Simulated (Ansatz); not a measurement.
System: H4BPO, charge 0, singlet. H4BPO (SMILES OBP).
B3LYP-D3(BJ)/def2-TZVP minimum from Ansatz (a program for electronic structure):
```
B
O 1 1.3537
H 2 0.9636 1 115.28
H 1 1.1933 2 116.32 3 179.50
P 1 1.9278 4 118.97 2 -174.46
H 5 1.4142 1 96.81 4 -50.89
H 5 1.4186 6 96.19 1 99.98
```

Atomisation energy term by term, kcal/mol (programs: Ansatz). Radicals and triplets start from unrestricted determinants; spin-orbit coupling is neglected. Correlated methods leave the cores frozen. Rows without X2C or -DK are non-relativistic. CBS(X,Y): correlation extrapolated as X^-3, Hartree-Fock from the larger set. A bracket is a step between two methods taken in the basis named. 'core' is core correlation in cc-pwCVTZ (1s frozen past Ne), 'X2C' scalar relativity in cc-pVTZ-DK, both at CCSD(T). Where a partner has so few electrons that a lower coupled-cluster level is exact, that level stands in.

```csv
term,basis,kcal/mol
Hartree-Fock,cc-pV(Q+d)Z,410.83
CCSD correlation,"CBS(cc-pV(T+d)Z,cc-pV(Q+d)Z)",145.79
(T),"CBS(cc-pV(T+d)Z,cc-pV(Q+d)Z)",8.95
CCSDT(Q) - CCSD(T),cc-pV(D+d)Z,0.68
core correlation,cc-pwCVTZ,2.05
scalar relativity,"X2C, cc-pVTZ-DK",-0.83
sum: De,,567.5
```
